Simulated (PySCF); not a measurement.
# Titanium: a sound run and one with changed settings

Sound run: Ti²⁺ [Ar] 3d2, Ti³⁺ [Ar] 3d1. Computed with PySCF 2.14 in aug-cc-pVDZ-DK, with scalar relativity by spin-free X2C-1e. The sound run starts from symmetry-adapted Hartree-Fock orbitals and uses a fine grid where one is needed.

A second run was set up differently.

```tsv
species	method	sound run (hartree)	changed run (hartree)	converged
Ti²⁺	UHF	-852.06437	-851.87943	no
Ti²⁺	PBE	-852.72094	-852.71816	no
Ti²⁺	M06-2X	-852.95919	-852.92920	no
Ti³⁺	UHF	-851.07544	-851.06688	no
Ti³⁺	PBE	-851.67760	-851.67646	no
Ti³⁺	M06-2X	-851.93936	-851.93791	no
```

What was changed?
A. basis contracted for another Hamiltonian
B. too few SCF iterations
C. level shift left on
D. all electrons correlated in a valence basis

B. It used initial guess atom, at most 2 SCF cycles. The SCF was stopped early; the energies are upper bounds that still move, and correlated levels were skipped or rest on poor orbitals.
